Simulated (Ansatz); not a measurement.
CH5Al2N (`[AlH2][N]1[CH2][AlH]1`) at its PBE0-D4/def2-TZVP geometry, where that method's forces vanish. Total charge 0; spin multiplicity 1.

```xyz
9

Al   -1.4733   -1.0529   -0.1151
N    -0.1646    0.1146    0.1100
C     1.3005    0.0960   -0.3374
Al    0.6424    1.5828    0.6420
H    -2.8900   -0.6872    0.5006
H    -1.2135   -2.4057   -0.9062
H     1.8984   -0.6963    0.1141
H     1.4407    0.1102   -1.4186
H     0.4595    2.9386    1.4106
```

(1) What forces (eV/Å) does r2SCAN-D4/def2-TZVPP give on these atoms in the Gaussian-basis code of Ansatz? (An estimate is asked.)

Results:

(1) Computed: 
```
Al1 -0.064 -0.053 -0.009
N2  -0.283 -0.037  0.066
C3   0.303 -0.003 -0.092
Al4  0.045  0.109  0.044
H5   0.030 -0.003 -0.011
H6   0.000  0.025  0.013
H7  -0.012 -0.007 -0.009
H8  -0.008 -0.013  0.004
H9  -0.012 -0.017 -0.006
```
